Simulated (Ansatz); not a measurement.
Saddle point of GeHCl$_{3}$, closed shell (GeCl₂ + HCl → GeCl₂ + HCl; bonds formed: Ge1–Cl5, Cl2–H3; bonds broken: Ge1–Cl2, H3–Cl5), PBE0-D4/def2-TZVP structure:

Ge1  (0.672, -0.950, -0.482)
Cl2  (1.075, 1.309, 0.436)
H3  (-0.306, 1.163, -0.261)
Cl4  (-0.080, -1.858, 1.352)
Cl5  (-1.362, 0.335, -1.045)
(Å)

Energies are electronic, without zero-point energy. Barriers and step energies count from the start structure reached by relaxing down the imaginary mode; all methods use the PBE0-D4 structures, on which another method's saddle can fall below an end. Computed with Ansatz 0.2.0 (basis: def2-TZVPP, with def2-QZVPP for the basis limit); correlated methods freeze the cores. Filled d shells of the heavier atoms are correlated. The def2 sets are not built for correlating such inner shells, so the correlated values are less sure here. B3LYP uses VWN-RPA correlation. Extrapolation: Hartree–Fock as exp(−7.88 √X), correlation as X^−2.97.

```tsv
method	barrier (eV)	step energy (eV)
SPW92	-0.116	-0.001
PBE-D4	0.087	0.000
BLYP-D4	?	0.000
r2SCAN-D4	0.163	0.000
B97M-V	0.357	0.000
PBE0-D4	0.217	0.000
B3LYP-D4	0.310	0.000
r2SCAN0-D4	0.264	0.000
BHLYP-D4	0.474	0.000
CAM-B3LYP-D4	0.378	0.000
wB97X-V	0.406	0.000
wB97M-V	?	0.000
B2PLYP	0.356	0.000
PBE-QIDH	0.320	0.000
RPA on PBE	?	0.000
HF	0.875	0.001
MP2	0.335	0.000
CCSD	0.530	0.000
CCSD(T)	0.431	0.000
```

Fill in the withheld barriers. (An estimate is asked for; the value comes from the calculation.)

The calculation gives: RPA on PBE 0.404; wB97M-V 0.385; BLYP-D4 0.215 eV. Each is the energy of the saddle less that of the start structure, by the same method.

For comparison, the barrier by CCSD(T) at an estimated basis limit (MP2 extrapolated from triple and quadruple zeta, plus CCSD(T) − MP2 in triple zeta) is 0.404 eV.

T1 diagnostic: at most 0.012.

For scale, one of the runs: CCSD(T)/def2-TZVPP, 188 basis functions (an equivalent command: `ansatz run in.yaml --threads 4`). Hardware: 4 CPU threads, shared host. Wall time 39 s; peak host memory 1.8 GiB.
